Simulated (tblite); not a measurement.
Torsional barriers computed with GFN2-xTB (tblite), climbing-image nudged elastic band, gas phase; electronic energies of the top image counted from the start geometry. The bands met a force threshold of 0.05 eV/Å; their tops weren't refined or checked by frequencies and can lie a kcal/mol or more above the method's true saddle points. Atom numbers follow the mapped SMILES.

**Question.** Rank the forward barriers of these bands, lowest first.
A. `[CH3:1][O:2][C@@H:3]1[CH:4]=[CH:5][O:6][CH2:7]1`: C7–C3–O2–C1 from 172° to -69°
B. `[CH3:1][SiH2:2][CH2:3][CH2:4][SiH3:5]`: C1–Si2–C3–C4 from 179° to -61°
C. `[CH2:1]=[C:2]([O:3][CH3:4])[C:5]([CH3:6])=[O:7]`: O3–C2–C5–C6 from 0° to 180°
D. `[CH:1]#[C:2][CH2:3][CH:4]1[CH2:5][CH:6]=[CH:7][CH2:8]1`: C2–C3–C4–C5 from 179° to -64°

**Answer.** B (1.3 kcal/mol), A (2.1 kcal/mol), D (3.3 kcal/mol), C (5.1 kcal/mol).

| SMILES | ends of the turned bond | barrier (kcal/mol) | end above start (kcal/mol) | dihedral at top (°) | bond at start (Å) | bond at top (Å) | Eyring rate at 298 K (s⁻¹) |
| --- | --- | --- | --- | --- | --- | --- | --- |
| C[SiH2]CC[SiH3] | SiH2 silicon / sp3 carbon bound to silicon | 1.3 | 0.3 | -120 | 1.904 | 1.912 | 7 × 10^11 |
| CO[C@@H]1C=COC1 | sp3 carbon bound to oxygen / ether oxygen | 2.1 | -0.5 | -125 | 1.418 | 1.427 | 2 × 10^11 |
| C#CCC1CC=CC1 | propargylic carbon / sp3 CH carbon | 3.3 | 0.0 | -122 | 1.536 | 1.546 | 2 × 10^10 |
| C=C(OC)C(C)=O | vinylic carbon bearing oxygen / ketone carbonyl carbon | 5.1 | 3.9 | 92 | 1.496 | 1.516 | 1 × 10^9 |

Rates take the electronic barrier for the free energy of activation. GFN2-xTB barriers can miss by several kcal/mol, and conformer orders can be wrong, so the ranking may change at better levels.
